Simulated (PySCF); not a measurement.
Atoms are numbered as in `[CH3:1][C:2]#[C:3][Si@@H:4](/[CH:5]=[CH:6]\[CH3:7])[NH:8][CH3:9]`. Each H is labelled by its parent atom.

PySCF 2.14.0 with density-fitted response routines calculation with σ from GIAO-PBE0/pcSseg-1 and geometry from GFN2-xTB; non-relativistic Hamiltonian, no solvent model, one averaged value for each set of equivalent atoms, one computed conformer.

References, each an isolated molecule treated in the same way: TMS for $^{13}$C (σ = 186.93 ppm) and $^{1}$H (σ = 31.72 ppm) and $^{29}$Si (σ = 349.16 ppm); $^{15}$N (σ = 267.73 ppm) against NH3.

```
 atoms    nucleus  count  δ (ppm)
 H(C7)    $^{1}$H      3        ?
    C5   $^{13}$C      1        ?
 H(C9)    $^{1}$H      3     2.81
 H(C1)    $^{1}$H      3     2.07
 H(C6)    $^{1}$H      1     6.84
    N8   $^{15}$N      1     24.3
    C1   $^{13}$C      1        ?
 H(N8)    $^{1}$H      1        ?
 H(C5)    $^{1}$H      1     5.85
    C6   $^{13}$C      1    154.9
    C3   $^{13}$C      1     89.1
    C7   $^{13}$C      1        ?
    C9   $^{13}$C      1     31.8
    C2   $^{13}$C      1    110.2
H(Si4)    $^{1}$H      1     4.86
   Si4  $^{29}$Si      1    -56.0
```

Problem. Complete the table.

Solution. 
- C5: 129.5 ppm, alkene CH; as expected for a trigonal carbon in a double bond
- C7: 23.9 ppm, allylic methyl carbon; saturated and bonded to C and H only
- C1: 5.9 ppm, propargylic methyl carbon; aliphatic region, no heteroatom directly attached
- H(C7): 2.10 ppm, hydrogen on an allylic methyl carbon; allylic position
- H(N8): -0.10 ppm, hydrogen on a nitrogen bonded to C, Si; exchangeable, gas-phase position

Exchangeable OH/NH protons stand at their gas-phase positions; hydrogen bonding in a real sample shifts them, mostly to higher δ. Shifts are as computed. Against solution values, carbons near 30 ppm lie about +3 ppm off and those near 130 ppm about +5 ppm. Of 1211 compounds with measured shifts, 218 miss one by over three times the rms of a fit or turn the order of signals round; such compounds aren't used in these exercises. Experimental scales use liquid or dissolved standards, which lie at an offset from isolated NH3 (liquid NH3: subtract about 20 ppm).
